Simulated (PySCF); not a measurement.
PySCF 2.14 output of an unrestricted PBE0 calculation on a single atom or ion in 6-31G*, with the non-relativistic Hamiltonian (point nucleus):

```
SCF conv_tol = 1e-09
number electrons alpha = 6  beta = 6
    C. Adamo and V. Barone.,  J. Chem. Phys. 110, 6158 (1999)
    M. Ernzerhof and G. E. Scuseria.,  J. Chem. Phys. 110, 5029 (1999)
cycle= 1 E= -288.321503124014  delta_E= -0.000951  |g|= 0.00367  |ddm|= 0.0695
cycle= 2 E= -288.321508175844  delta_E= -5.05e-06  |g|= 0.000457  |ddm|= 0.0076
cycle= 3 E= -288.321508222931  delta_E= -4.71e-08  |g|= 1.08e-05  |ddm|= 0.000235
cycle= 4 E= -288.321508223003  delta_E= -7.2e-11  |g|= 2.28e-08  |ddm|= 3.3e-05
converged SCF energy = -288.321508223003  <S^2> = -8.8817842e-16  2S+1 = 1
```

The run itself started from symmetry-adapted Hartree-Fock orbitals and held the occupation by maximum overlap, on a logarithmic radial grid, so the iterations belong to that start.

Which element, charge and spin multiplicity is this?

Si²⁺ (silicon, charge +2), multiplicity 1; the state was [Ne] 3s2, closed-shell 1S.
